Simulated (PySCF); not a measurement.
A geometry optimisation on `O([SiH2]C#N)C=C`.

Method: PBE0-D3(BJ)/def2-SVP geometry optimisation, gas phase (PySCF 2.14.0). Start geometry: GFN2-xTB. The command runs a driver script over a list of jobs; the input below is this job's line of settings and its coordinates in Å.

Command:
```bash
OMP_NUM_THREADS=1 python probes_run.py task.json out
```

Input:
```
{"job": {"xc": "PBE0", "basis": "def2-SVP", "d3": "d3bj", "grid": 1, "shake": 0.01, "kind": "geom"}, "charge": 0, "multiplicity": 1}
C      2.347300    -0.285250     0.369230
C      1.136730     0.120990    -0.074520
O     -0.026300    -0.381520     0.421970
Si    -1.504490    -0.509320    -0.076220
C     -2.171130     1.121700    -0.740090
N     -2.542800     2.137490    -1.139610
H      2.431380    -1.010520     1.131430
H      3.242550     0.173790    -0.037170
H      1.020330     0.883750    -0.823750
H     -2.218650    -0.834740     1.180490
H     -1.676780    -1.442190    -1.187500
```

Task: Give the output.

Result: 
```
step   0  E = -536.09558110  max force = 0.070273
step   1  E = -536.10468344  max force = 0.005802
step   2  E = -536.10494036  max force = 0.002325
step   3  E = -536.10502597  max force = 0.002476
step   4  E = -536.10502178  max force = 0.002598
step   5  E = -536.10505998  max force = 0.001895
step   6  E = -536.10507659  max force = 0.000592
step   7  E = -536.10507734  max force = 0.000218
optimisation converged
```

Energies in Eh; «max force» is the largest Cartesian gradient component in Eh/bohr.

Task: Give the first gradient maximum in eV/Å.

Result: With 1 Eh/bohr = 51.422 eV/Å, 3.614 eV/Å.

Task: How much energy does the optimisation release, in kcal/mol?

Result: E(step 0) − E(last step) = 0.009496 Eh, which is 6.0 kcal/mol.

Main results: final energy -536.10508 Eh after 7 steps; dipole 2.51 D.

Hardware: an Arm Neoverse V2 with one thread, shared host with 192 logical CPUs at a one-minute load of 59. Cost: 32 s wall, 0.46 GiB resident at most.
Labels such as C1 count atoms from 1, the log's own numbers from 0.
